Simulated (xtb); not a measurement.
Al(Cl)(Me)(vinyl) (C3H6AlCl), SMILES C=[CH][Al]([CH3])[Cl]. All values are semi-empirical tight-binding results from xtb (GFN2-xTB unless named), good for trends rather than for accurate numbers. Coordinates come from a GFN2-xTB optimisation. The structure was generated by enumeration; whether it is a known compound was not checked. One conformer was computed; it need not be the lowest.

For metal compounds this method's bond lengths and energies can be far off.

**Question.** Estimate the properties. (An estimate is asked for; the answer gives what the named calculation found.)

**Answer.** 
orbital gap: 3.79 eV
zero-point energy: 47.5 kcal/mol
G − E(el) at 298.15 K (modified RRHO): 26.4 kcal/mol
